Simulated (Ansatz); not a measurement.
CH4GeO can be A, `O=[CH][GeH3]`, or B, `C[O][GeH]`.

Isolated molecules relaxed with PBE0-D4/def2-TZVP in Ansatz; ΔE leaves out vibrations. CCSD(T)/CBS adds triple-zeta CCSD(T) − MP2 to the extrapolated MP2 energy (def2 sets, frozen cores). DFT in def2-TZVPP. For Ge outer-core shells are correlated without core-valence functions, which leaves a few kJ/mol of doubt a bond. Scalar relativity is left out up to krypton.

Problem. Which is lower in electronic energy at CCSD(T)/CBS, and by how much? (Best estimate.)

Solution. The calculation gave: B, by 57.9 kJ/mol.

Problem. Give E(B) − E(A) in kJ/mol with MP2/def2-TZVPP, ωB97M-V, CCSD(T)/def2-TZVPP, BLYP-D4, r2SCAN-D4, CCSD/def2-TZVPP, PBE-D4. (Estimate.)

Solution. Ansatz gave: MP2/def2-TZVPP -46.7, ωB97M-V -62.9, CCSD(T)/def2-TZVPP -45.9, BLYP-D4 -67.0, r2SCAN-D4 -49.1, CCSD/def2-TZVPP -48.0, PBE-D4 -56.6. None reverses the order clearly.

Problem. Does the order hold for the free energy at 298.15 K (harmonic terms from PBE0-D4)? (Estimate.)

Solution. The calculation gave: Yes: G(B) − G(A) = -36.4 kJ/mol.

Largest T1 diagnostic: 0.016.

From r2SCAN to r2SCAN0 (25 % exact exchange), in def2-TZVPP and without D4, E(B) − E(A) moves by −3.3 kJ/mol. At CCSD(T), def2-SVP lies +16.0 kJ/mol from the extrapolated value and def2-TZVPP +12.0 kJ/mol.
